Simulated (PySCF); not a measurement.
**Working with the constants of SnC⁻**

ROHF-CCSD(T) constants of SnC⁻, doublet, unpaired electrons σ ↑ (Sn def2-SVPD with ECP28, C def2-SVPD; scalar-relativistic core potentials (PySCF 2.14); masses 119.9022 and 12.0000 u):

- ωe: 688.5 cm⁻¹
- ωexe: 4.41 cm⁻¹
- Be: 0.38885 cm⁻¹
- αe: 0.00304 cm⁻¹

Question: What force constant and bond length do these constants imply?

Answer: Reduced mass μred = 10.908 u; k = 5.8918×10⁻⁷·μred·ωe² (u, cm⁻¹, mdyn/Å) = 3.05 mdyn/Å; Re = √(16.8576/(μred·Be)) (u, cm⁻¹, Å) = 1.994 Å.

Question: Estimate the centrifugal constant D from the Kratzer relation and find the Dunham coefficient a1.

Answer: D = 4Be³/ωe² = 4.96e-07 cm⁻¹; a1 = −1 − αeωe/(6Be²) = -3.31.

Correlated steps freeze 5 core orbitals. These are scalar-relativistic numbers at best; spin–orbit coupling would shift them, the dissociation energy most. The state was picked by a PBE0 search and need not be the measured ground state.
